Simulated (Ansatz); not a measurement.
Gas-phase electronic energies from Ansatz, PBE0-D4/def2-TZVP geometries. CCSD(T)/CBS is the MP2 limit (def2-TZVPP, def2-QZVPP) plus CCSD(T) − MP2 in def2-TZVPP, frozen cores. DFT in def2-TZVPP. B3LYP here is the variant with VWN-RPA as its local correlation; programs differ in this. For Ge outer-core shells are correlated without core-valence functions, which leaves a few kJ/mol of doubt a bond. Scalar relativity is left out up to krypton. One conformer a species, not always the lowest.

Reaction (ligand exchange at the Si–N bond): `CC[N]([AlH2])[SiH3]` + `O[SiH2][GeH3]` → `[SiH3]O[SiH2][GeH3]` + `CC[NH][AlH2]`

`CC[N]([AlH2])[SiH3]`:

Cartesian coordinates in Å:
```
C 0.061 1.887 -0.349
C -0.073 0.820 0.723
N 0.103 -0.544 0.210
Al 1.636 -1.411 0.503
Si -1.242 -1.247 -0.620
H -0.087 2.882 0.078
H -0.675 1.748 -1.145
H 1.055 1.854 -0.802
H 0.668 1.007 1.507
H -1.055 0.909 1.207
H 1.823 -2.868 -0.080
H 2.727 -0.636 1.352
H -1.575 -0.553 -1.897
H -0.904 -2.661 -0.924
H -2.463 -1.187 0.235
```

`O[SiH2][GeH3]`:

```xyz
9

O    -1.611   -0.164   -1.089
Si   -0.093    0.433   -0.822
Ge    0.621   -0.433    1.271
H    -2.054    0.092   -1.900
H     0.847    0.021   -1.904
H    -0.096    1.924   -0.794
H     2.036    0.085    1.585
H     0.666   -1.970    1.248
H    -0.317    0.013    2.404
```

`[SiH3]O[SiH2][GeH3]`:

Cartesian coordinates in Å:
```
Si 2.244 -0.598 0.938
O 0.815 -0.191 0.254
Si -0.805 -0.072 0.469
Ge -1.785 0.754 -1.534
H 2.232 -2.030 1.334
H 3.316 -0.363 -0.058
H 2.489 0.236 2.144
H -1.369 -1.408 0.808
H -1.096 0.848 1.605
H -1.224 2.142 -1.887
H -1.508 -0.195 -2.712
H -3.309 0.878 -1.361
```

`CC[NH][AlH2]`:

```xyz
12

C    -1.084   -1.229   -0.527
C    -0.617    0.216   -0.491
N     0.788    0.355   -0.168
Al    1.523    1.146    1.232
H    -2.145   -1.293   -0.782
H    -0.930   -1.708    0.442
H    -0.526   -1.799   -1.276
H    -0.840    0.691   -1.457
H    -1.196    0.767    0.257
H     1.376   -0.098   -0.855
H     3.103    1.131    1.339
H     0.549    1.820    2.285
```

```json
{"level": "LDA (SPW92)", "ΔE (kcal/mol)": "-11.2", "difference from CCSD(T)/CBS": "2.2"}
{"level": "revPBE-D4", "ΔE (kcal/mol)": "-11.3", "difference from CCSD(T)/CBS": "2.1"}
{"level": "BLYP-D4", "ΔE (kcal/mol)": "-13.8", "difference from CCSD(T)/CBS": "-0.4"}
{"level": "B97M-V", "ΔE (kcal/mol)": "-14.2", "difference from CCSD(T)/CBS": "-0.8"}
{"level": "B3LYP-D4", "ΔE (kcal/mol)": "-14.4", "difference from CCSD(T)/CBS": "-1.0"}
{"level": "ωB97X-V", "ΔE (kcal/mol)": "-13.7", "difference from CCSD(T)/CBS": "-0.3"}
{"level": "ωB97M-V", "ΔE (kcal/mol)": "-13.3", "difference from CCSD(T)/CBS": "0.1"}
{"level": "r2SCAN", "ΔE (kcal/mol)": "-14.0", "difference from CCSD(T)/CBS": "-0.6"}
{"level": "r2SCANh", "ΔE (kcal/mol)": "-14.0", "difference from CCSD(T)/CBS": "-0.6"}
{"level": "r2SCAN0", "ΔE (kcal/mol)": "-14.2", "difference from CCSD(T)/CBS": "-0.8"}
{"level": "LC-ωPBE", "ΔE (kcal/mol)": "-14.0", "difference from CCSD(T)/CBS": "-0.6"}
{"level": "HF/def2-SVP", "ΔE (kcal/mol)": "-17.8", "difference from CCSD(T)/CBS": "-4.4"}
{"level": "MP2/def2-SVP", "ΔE (kcal/mol)": "-13.0", "difference from CCSD(T)/CBS": "0.4"}
{"level": "CCSD(T)/def2-SVP", "ΔE (kcal/mol)": "-13.3", "difference from CCSD(T)/CBS": "0.1"}
{"level": "SCS-MP2/def2-QZVPP", "ΔE (kcal/mol)": "-14.3", "difference from CCSD(T)/CBS": "-0.9"}
{"level": "HF/CBS(def2)", "ΔE (kcal/mol)": "-19.4", "difference from CCSD(T)/CBS": "-6.0"}
{"level": "CCSD(T)/CBS", "ΔE (kcal/mol)": "-13.4", "difference from CCSD(T)/CBS": "0"}
```

Largest T1 diagnostic among the species: 0.012.

Leaving LDA and LC-ωPBE aside and taking each functional with its dispersion term where it has one, the values, not all of them listed here, spread over 4.2 kcal/mol, from BHLYP-D4 to revPBE-D4. LDA lies +1.9 kcal/mol from PBE without D4. The D4 term adds +1.8 kcal/mol with B3LYP and +1.0 kcal/mol with PBE0; it sums over pairs of atoms, weighted by their polarisabilities, and B3LYP, whose exchange is more repulsive, gets the larger term. In def2-TZVPP, CCSD(T) changes the Hartree–Fock value by +5.8 kcal/mol (the triples alone add +0.9 kcal/mol) and MP2 by +6.2 kcal/mol.

CCSD(T)/CBS has its own doubt, a few kJ/mol and more with outer-core shells, so smaller differences from it don't rank the levels.
